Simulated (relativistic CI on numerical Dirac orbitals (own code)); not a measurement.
# Fe4+ in a cubic cluster: 3s photoemission with charge transfer

Computed with a charge-transfer multiplet model of a cubic metal-ligand cluster with up to 2 ligand holes, Slater and spin-orbit integrals from Dirac-Coulomb-Breit ions, Slater integrals scaled by 0.9. The ground state mixes d4 with configurations of k ligand holes L, whose averages lie at kΔ + k(k − 1)U_dd/2; a core hole lowers each added d electron by U_cd. 300 K, Lorentzian 1.4 eV and Gaussian 0.8 eV FWHM.

Atomic integrals in eV (Slater integrals scaled, ζ unscaled), ground: F2dd 11.671, F4dd 7.336, zeta_d 0.064; with the core hole: F2dd 12.502, F4dd 7.894, zeta_d 0.072, G2cd 12.103.

Cluster parameters (eV): Δ = 2.3, U_cd = 8, 10Dq = 1.95, 10Dq(ligand) = 0.7, V(eg) = 2.95, V(t2g) = -1.47, final-state hopping factor = 0.9.

```tsv
Case	n_d	d4	d5L	d6L2	S
U_dd = 4.2 eV	4.67	0.41	0.50	0.08	1.99
U_dd = 6.3 eV	4.63	0.43	0.50	0.07	1.99
U_dd = 7 eV	4.62	0.44	0.50	0.06	1.99
```

Weights, n_d and S are thermal averages at 300 K. Binding energies count from the first peak over 30 % of the highest in each spectrum, which can be another peak from case to case. The parameters are a model scan and need not match a compound or its usual spin state. Peaks in eV (height, largest 100):
- U_dd = 4.2 eV: 0.0 (100), 7.0 (14), 10.4 (25), 12.9 (66), 22.7 (17)
- U_dd = 6.3 eV: 0.0 (100), 6.5 (16), 8.3 (11), 13.1 (67), 23.3 (15)
- U_dd = 7 eV: 0.0 (100), 6.4 (17), 8.7 (11), 13.1 (68), 23.5 (15)

For the case U_dd = 6.3 eV, Δ = 2.3 eV is smaller than U_dd = 6.3 eV, the charge-transfer side of the Zaanen-Sawatzky-Allen scheme. With the core hole the average of the configuration with one ligand hole lies at Δ − U_cd = -5.7 eV before mixing: the effective hopping of about 4.7 eV (from the holes of the mixed ground state) is comparable with this gap or larger, so the configurations mix strongly.

With at most 2 ligand holes the space is cut while the next configuration still counts, so covalency is underestimated, and a final configuration with one more ligand hole, which can lie low, is missing from the spectra.

Without intra-shell correlation the exchange splitting of the 3s hole comes out too large.
